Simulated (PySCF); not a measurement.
In(H)(OH)(OMe) (CH₅InO₂), SMILES [InH]([O]C)[OH].

Geometry optimised at PBE-D3(BJ)/def2-SVP. The def2 effective core potentials stand for the cores of In; spin–orbit coupling is left out. The values are those of a single conformer.

Calculation: HF/def2-TZVP (PySCF).

```yaml
total_energy: -379.79077 hartree
highest_occupied_level: -11.08 eV
lowest_empty_level: 0.96 eV
orbital_gap: 12.04 eV
dipole_moment: 3.08 D
quadrupole, principal values (traceless, Buckingham form, about the centre of nuclear charge): -9.33, 3.33, 6.00 D·Å
mean_static_polarisability: 49.0 bohr³ (7.26 Å³)
polarisability_principal_values: 38.5, 49.2, 59.3 bohr³
```
